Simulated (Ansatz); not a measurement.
`C[Si](C)(F)S` + `[CH3][Mg][F]` → `C[CH2][Mg][F]` + `C[SiH](F)S` at 600 K and 1 bar (formal exchange of groups at a C–Si bond).

Computed with Ansatz on PBE0-D4/def2-TZVP structures; ΔE is electronic, products minus reactants. CCSD(T)/CBS adds triple-zeta CCSD(T) − MP2 to the extrapolated MP2 energy (def2 sets, frozen cores). For Mg outer-core shells are correlated without core-valence functions, which leaves a few kJ/mol of doubt a bond. Each species was taken in one conformer, which may not be the lowest.

```tsv
species	CCSD(T)/CBS energy (Eh)	H − E (kJ/mol)	S (J/(mol·K))
`C[Si](C)(F)S`	-867.09893	298.6	480.6
`[CH3][Mg][F]`	-339.61123	135.2	332.6
`C[CH2][Mg][F]`	-378.86278	223.6	396.5
`C[SiH](F)S`	-827.81979	208.6	412.0
```

H − E and S are ideal-gas, rigid-rotor, harmonic terms from PBE0-D4/def2-TZVP, for one conformer and one mirror image of each species. 1 Eh = 2625.50 kJ/mol, R = 8.31446 J/(mol·K).

Task: By hand: ΔE, ΔH, ΔS and ΔG.

Result: ΔE = (-378.86278) + (-827.81979) − (-867.09893) − (-339.61123) = 0.02759 Eh = 72.4 kJ/mol. Δ(H − E) = 223.6 + 208.6 − 298.6 − 135.2 = -1.6, so ΔH = 70.8 kJ/mol. ΔS = 396.5 + 412.0 − 480.6 − 332.6 = -4.7 J/(mol·K). ΔG = 70.8 − 600 × (-4.7)/1000 = 73.6 kJ/mol.

Task: By hand: the equilibrium constant, and the temperature at which ΔG would vanish if ΔH and ΔS stayed fixed.

Result: log₁₀ K = −ΔG/(RT ln 10) = -6.4. ΔH and −TΔS have one sign here, so there is no such temperature.

The number of gas molecules stays the same, so ΔS is small and ΔH decides. A doubt of 5 kJ/mol in ΔE shifts log₁₀ K by 0.4 here. Other conformers and mirror images would add mixing entropy, several J/(mol·K) or more a flexible species. These are equilibria of isolated gas molecules and say nothing of rates. Largest T1 diagnostic: 0.011 (customary marks: 0.02 for closed shells, 0.045 for open ones).

ΔS is within the doubt of such terms, so its sign, and with it that verdict, could turn.
